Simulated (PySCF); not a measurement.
# Se²⁺: excitation energy

Se²⁺ [Ar] 3d10 4s2 4p2 (3P) → Se²⁺ [Ar] 3d10 4s2 4p1 5s1 (3P), as a difference of total energies. All numbers are calculated (PySCF 2.14, scalar relativity by spin-free X2C-1e, in aug-cc-pVDZ-DK (6s5p3d, 36 functions)). Correlated levels: valence: [Ar] 3d10 frozen. The calculations carry no spin-orbit coupling.

| method | excitation energy (eV) |
| --- | --- |
| UHF | 15.454 |
| PBE0 | 15.598 |
| LC-wPBE | 15.862 |
| MP2 (valence) | 15.421 |
| SCS-MP2 (valence) | 15.419 |

Q: How much does correlation contribute at MP2 (valence)?

A: 15.421 − (15.454) = -0.033 eV, measured against UHF.

A first-order spin-orbit estimate (lowest level to lowest level, LS coupling) adds -0.026 eV.

The promoted electron is Rydberg-like, and one or two diffuse shells describe it only roughly, which tends to raise the upper state.
